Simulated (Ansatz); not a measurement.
Two isomers of C2H8OSi2: A = `C1C[SiH2][SiH2]O1`, B = `C=C[SiH2][SiH2]O`.

Computed with Ansatz on PBE0-D4/def2-TZVP structures; ΔE is electronic, products minus reactants. CBS: MP2 limit from def2 TZ/QZ plus the TZ coupled-cluster correction, frozen cores. DFT in def2-TZVPP. B3LYP here is the variant with VWN-RPA as its local correlation; programs differ in this. Each species was taken in one conformer, which may not be the lowest.

A:

```xyz
13

C     1.3469    0.4316   -0.0453
C     0.6866   -0.5340    0.9423
Si   -1.0110   -1.0328    0.2517
Si   -1.0820    0.9648   -0.9584
O     0.4464    1.4320   -0.4980
H     1.7441   -0.1254   -0.9046
H     2.1873    0.9530    0.4202
H     1.3368   -1.3920    1.1304
H     0.5268   -0.0254    1.8984
H    -0.9348   -2.2619   -0.5852
H    -2.0242   -1.2389    1.3193
H    -2.0419    2.0151   -0.5329
H    -1.1808    0.8139   -2.4379
```

B:

Z-matrix (Å, degrees):
```
Si
C 1 1.861
Si 1 2.342 2 110.4
H 1 1.490 2 110.8 3 120.6
H 1 1.491 2 109.1 3 -119.8
C 2 1.330 1 123.6 3 115.1
H 2 1.089 1 118.1 3 -63.0
O 3 1.657 1 106.1 2 55.9
H 3 1.494 1 111.6 2 177.0
H 3 1.494 1 110.8 2 -64.5
H 6 1.087 2 121.8 1 1.6
H 6 1.087 2 122.1 1 -178.4
H 8 0.958 3 117.6 1 -178.8
```

Problem. Which isomer does CCSD(T)/CBS put lower? Give the gap. (Best estimate.)

Solution. The calculation gave: A, by 4.6 kcal/mol.

Problem. Give E(B) − E(A) in kcal/mol with CCSD(T)/def2-TZVPP, PBE-D4, HF/def2-TZVPP, B3LYP-D4, ωB97M-V, CCSD/def2-TZVPP, MP2/def2-TZVPP. (Best estimate.)

Solution. Ansatz gave: CCSD(T)/def2-TZVPP 5.0, PBE-D4 7.6, HF/def2-TZVPP 0.7, B3LYP-D4 3.9, ωB97M-V 6.8, CCSD/def2-TZVPP 4.8, MP2/def2-TZVPP 6.1. None reverses the order clearly.

Largest T1 diagnostic: 0.013.

From PBE to PBE0 (25 % exact exchange), in def2-TZVPP and without D4, E(B) − E(A) moves by +1.8 kcal/mol. The D4 term adds +1.6 kcal/mol with B3LYP and +0.7 kcal/mol with PBE0; it sums over pairs of atoms, weighted by their polarisabilities, and B3LYP, whose exchange is more repulsive, gets the larger term.
